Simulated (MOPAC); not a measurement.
MOPAC input (PM3):

```
PM3 PRECISE GNORM=0.05 LET XYZ CHARGE=-1 GEO-OK AUX(PRECISION=9) THREADS=1
H3O3SSi

O     0.61202200 1   -1.52382800 1   -0.76630400 1
Si    0.00794000 1   -0.03611200 1   -0.27518800 1
O    -1.48579100 1    0.06534500 1   -1.03537500 1
O     0.95742900 1    1.07800200 1   -1.09776500 1
S    -0.05041600 1    0.22929100 1    1.74730500 1
H     1.09248500 1   -1.90603400 1   -0.02672800 1
H    -2.16609500 1   -0.04363700 1   -0.36514400 1
H     1.09983000 1    1.83042600 1   -0.51683500 1
```

From the output:

```
                                                       MOPAC v23.2.5 Linux

          FINAL HEAT OF FORMATION =       -269.13568 KCAL/MOL =   -1126.06370 KJ/MOL

          COSMO AREA              =        122.87 SQUARE ANGSTROMS
          COSMO VOLUME            =        112.78 CUBIC ANGSTROMS

          GRADIENT NORM           =          0.03712          =       0.01312 PER ATOM
          IONIZATION POTENTIAL    =          3.617643 EV
          HOMO LUMO ENERGIES (EV) =         -3.618  4.194
          NO. OF FILLED LEVELS    =         16
          MOLECULAR WEIGHT        =        111.1674         POINT GROUP:  C3v

          MOLECULAR DIMENSIONS (Angstroms)

            Atom       Atom       Distance
            H     8    H     7     3.90878
            H     6    H     7     3.38409
            S     5    O     4     2.89847

          SCF CALCULATIONS        =         43

   ATOM   CHEMICAL          X               Y               Z
  NUMBER   SYMBOL      (ANGSTROMS)     (ANGSTROMS)     (ANGSTROMS)

     1       O          0.67392560  *  -1.50236283  *  -0.81068786  *
     2      Si          0.00699111  *  -0.03165244  *  -0.24104570  *
     3       O         -1.49164197  *  -0.00584591  *  -1.06919248  *
     4       O          0.90510159  *   1.11105136  *  -1.14657015  *
     5       S         -0.05382841  *   0.24486040  *   1.86373261  *
     6       H          0.97529571  *  -2.07368590  *  -0.12095775  *
     7       H         -2.23599476  *   0.11997483  *  -0.50077097  *
     8       H          1.29633168  *   1.78955725  *  -0.61782848  *

                             CARTESIAN COORDINATES

   1    O        0.673925595    -1.502362834    -0.810687856
   2   Si        0.006991109    -0.031652437    -0.241045695
   3    O       -1.491641968    -0.005845906    -1.069192480
   4    O        0.905101585     1.111051359    -1.146570153
   5    S       -0.053828410     0.244860399     1.863732612
   6    H        0.975295705    -2.073685900    -0.120957745
   7    H       -2.235994756     0.119974825    -0.500770969
   8    H        1.296331684     1.789557249    -0.617828482

           Empirical Formula: H3 O3 Si S  =     8 atoms

      MOLECULAR POINT GROUP   :   C3v

                  EIGENVALUES
 -31.11621 -30.84129 -30.84066 -19.56711 -13.41172 -11.03522 -11.03406 -10.17885
  -9.33178  -9.33085  -6.94540  -6.80752  -6.80711  -5.38263  -3.61767  -3.61764
   4.19393   6.05754   6.05804   6.17975   9.85989   9.85999   9.98757

              NET ATOMIC CHARGES AND DIPOLE CONTRIBUTIONS

  ATOM NO.   TYPE          CHARGE      No. of ELECS.   s-Pop       p-Pop
    1          O          -0.485315        6.4853     1.77219     4.71312
    2         Si           0.805525        3.1945     0.96608     2.22839
    3          O          -0.485303        6.4853     1.77221     4.71309
    4          O          -0.485263        6.4853     1.77221     4.71305
    5          S          -0.884422        6.8844     1.96968     4.91475
    6          H           0.178243        0.8218     0.82176
    7          H           0.178264        0.8217     0.82174
    8          H           0.178272        0.8217     0.82173
 DIPOLE           X         Y         Z       TOTAL
 POINT-CHG.     0.078    -0.358    -2.714     2.738
 HYBRID        -0.001     0.004     0.037     0.037
 SUM            0.077    -0.354    -2.677     2.701

          ATOMIC ORBITAL ELECTRON POPULATIONS

     Atom    s        px        py        pz
    1  O   1.77219   1.81334   1.42222   1.47756
    2 Si   0.96608   0.70670   0.70844   0.81326
    3  O   1.77221   1.26235   1.92195   1.52880
    4  O   1.77221   1.72283   1.45033   1.53989
    5  S   1.96968   1.91264   1.89929   1.10282
    6  H   0.82176
    7  H   0.82174
    8  H   0.82173

 **********************
 *                    *
 * JOB ENDED NORMALLY *
 *                    *
 **********************

 == MOPAC DONE ==
```

The dipole moment of an ion depends on the origin.

The geometry given is a B3LYP-D3(BJ)/def2-TZVP minimum.
